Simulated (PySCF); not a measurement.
ClGeH2N, SMILES [NH2][Ge][Cl] (connectivity only; charge and spin as stated), neutral, multiplicity 1.

Geometry: B3LYP-D3(BJ)/def2-TZVP. One conformer was computed; it need not be the lowest.

These are TDDFT-LC-ωPBE/def2-SVPD in PySCF values and carry that method's errors.

Vertical excitations. Isolated molecule, no solvent. State labels are in the subgroup Cs.

| state | symmetry | energy (eV) | λ (nm) | f | main pairs |
|---|---|---|---|---|---|
| S1 | A" | 4.70 | 264 | 0.050 | HOMO→LUMO 99 % |
| S2 | A' | 5.97 | 208 | 0.047 | HOMO−1→LUMO 91 % |
| S3 | A" | 6.37 | 195 | 0.005 | HOMO−2→LUMO 97 % |
| S4 | A' | 6.71 | 185 | 0.264 | HOMO→LUMO+1 62 %, HOMO−3→LUMO 16 %, HOMO→LUMO+2 12 % |
| S5 | A' | 7.11 | 174 | 0.132 | HOMO−3→LUMO 74 %, HOMO→LUMO+1 16 % |
| S6 | A" | 7.13 | 174 | 0.019 | HOMO−1→LUMO+1 85 % |
| S7 | A" | 7.80 | 159 | 0.003 | HOMO−4→LUMO 90 % |
| S8 | A" | 7.84 | 158 | 0.017 | HOMO−1→LUMO+2 58 %, HOMO−3→LUMO+1 17 %, HOMO−1→LUMO+3 12 % |
| S9 | A' | 7.94 | 156 | 0.158 | HOMO→LUMO+3 40 %, HOMO−2→LUMO+1 36 %, HOMO−2→LUMO+2 11 % |
| S10 | A' | 8.02 | 155 | 0.322 | HOMO→LUMO+3 37 %, HOMO→LUMO+2 21 %, HOMO−2→LUMO+1 18 %, HOMO→LUMO+1 7 % |
| T1 | A" | 3.15 | 393 | 0 | HOMO→LUMO 93 % |
| T2 | A' | 4.60 | 270 | 0 | HOMO−1→LUMO 85 % |
| T3 | A' | 5.12 | 242 | 0 | HOMO→LUMO+1 74 %, HOMO→LUMO+2 14 % |
| T4 | A" | 6.20 | 200 | 0 | HOMO−2→LUMO 94 % |
Triplets are in the Tamm–Dancoff approximation, which puts them higher than full response would, so one can lie above its singlet here.
